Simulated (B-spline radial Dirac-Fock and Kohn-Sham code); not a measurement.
# Mn 3s: cross section and angular parameters

System: neutral manganese in the configuration [Ar] 3d5 4s2; threshold 82.30 eV (tabulated edge). The computed values come from an atomic code on a B-spline grid: Dirac-Hartree-Slater photoionisation with a Latter tail; cross sections with all multipoles, angular parameters from the dipole term and its interference with E2.

Input of the calculation (task.json; shells as n, l, electrons):

```json
{"items": [{
  "Z": 25,
  "q": 0,
  "cfg": [[1, 0, 2], [2, 0, 2], [2, 1, 6], [3, 0, 2], [3, 1, 6], [3, 2, 5], [4, 0, 2]],
  "A": 55,
  "rrms": 3.7057,
  "do": "xps",
  "hv": [52.6, 86.5, 93.9, 148.0, 190.0, 200, 205.0, 300, 392.0, 394.0, 397.0, 468.0, 535.0, 641.0, 1020.0, 1390.0, 1486.9, 1620.0, 2930.0, 2970.0, 2984.4, 4000, 6000, 6460.0, 6850.0, 7850.0, 8047.8, 8150.0, 11200.0, 12000],
  "edges": {"K": 6539.0, "L1": 769.1, "L2": 649.9, "L3": 638.7, "M1": 82.3}
}]}
```

Command: `python xray2_run.py task.json out`

```
hν (eV)  σ (kb)      β       γ
   93.9     311  1.997   0.044
    148     268  1.999   0.232
    190     217  1.999   0.232
    200     207  1.999   0.226
    205     202  1.999   0.223
    300     129  1.999   0.144
    392       ?      ?       ?
    394    89.3  1.999   0.072
    397    88.4  1.999   0.071
    468    69.5  1.999   0.029
    535    56.6  1.999  -0.001
    641    42.3  2.000  -0.032
   1020    18.7  2.000  -0.049
   1390    10.4  2.000   0.005
 1486.9    9.13  2.000   0.024
   1620    7.71  2.000   0.052
   2930    2.26  2.000   0.365
   2970    2.20  2.000   0.375
 2984.4    2.17  2.000   0.378
   4000    1.14  2.000   0.611
   6000   0.445  1.999   1.016
   6460   0.373  1.999   1.099
   6850   0.323  1.999   1.167
   7850   0.232  1.999   1.333
 8047.8   0.218  1.999   1.364
   8150   0.211  1.999   1.380
  11200  0.0944  1.999   1.816
  12000  0.0789  1.999   1.918
```

Q: Give the values at 392 eV.

A: σ = 90.0 kb, β = 1.999, γ = 0.074. For an s subshell δ is negligible.
